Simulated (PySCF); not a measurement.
Be(Br)(Me) (CH3BeBr), SMILES [CH3][Be][Br].

Geometry optimised at ωB97X-D3(BJ)/def2-TZVP.

Computed with C-PCM-ωB97X/def2-SVP in PySCF.

The values are the electrostatic part of the solvation free energy, E(continuum) − E(gas) at the gas-phase geometry, in a cavity of scaled van der Waals radii (PySCF's table); cavitation and dispersion terms are not included. A continuum can't describe solvent molecules that bind to the metal. In vacuum the orbital gap is 13.06 eV. The dipole moment in vacuum is 1.17 D.

### Question
Estimate the values in water (ε = 78.36), ethylethanoate (ε = 5.99), 1-octanol (ε = 9.86). (An estimate is asked for; the answer gives what the named calculation found.)

### Answer

```csv
solvent,ε,ΔG(elec) (kcal/mol),dipole (D),gap (eV)
water,78.36,-3.8,1.53,13.39
ethylethanoate,5.99,-3.1,1.46,13.33
1-octanol,9.86,-3.4,1.49,13.35
```
